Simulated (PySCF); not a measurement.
## Vibration and rotation of GdC

PBE constants of GdC, 2S+1 = 11, about 7.3 electrons in the 4f shell (Mulliken) (basis Gd x2c-SVPall, C x2c-SVPall; spin-free X2C with a Gaussian nucleus; PySCF 2.14; masses 157.9241 and 12.0000 u):

- ωe: 628.9 cm⁻¹
- ωexe: 3.81 cm⁻¹
- Be: 0.35623 cm⁻¹
- αe: 0.00252 cm⁻¹
- D (centrifugal): 4.57e-07 cm⁻¹
- De to Gd (4f7 5d1 6s2) + C: 4.59 eV

(1) Give the vibrational terms G(v) and spacings up to v = 6.

(2) How well does the Morse estimate ωe²/(4ωexe) reproduce De, and what is D0?

Spin–orbit coupling is left out, which matters for elements this heavy, above all for dissociation energies. The state is the lowest single determinant that the PBE0 search found; with open d or f shells the true ground state can be another one.

Answers

(1) G(v) = ωe(v+½) − ωexe(v+½)².

| v | G(v) (cm⁻¹) | G(v) − G(v−1) | Bv (cm⁻¹) |
| --- | --- | --- | --- |
| 0 | 313 |  | 0.3550 |
| 1 | 935 | 621 | 0.3524 |
| 2 | 1548 | 614 | 0.3499 |
| 3 | 2154 | 606 | 0.3474 |
| 4 | 2753 | 598 | 0.3449 |
| 5 | 3344 | 591 | 0.3424 |
| 6 | 3927 | 583 | 0.3398 |

(2) It gives 3.22 eV, 70 % of the computed De. D0 = De − G(0) = 4.59 − 0.04 = 4.55 eV.
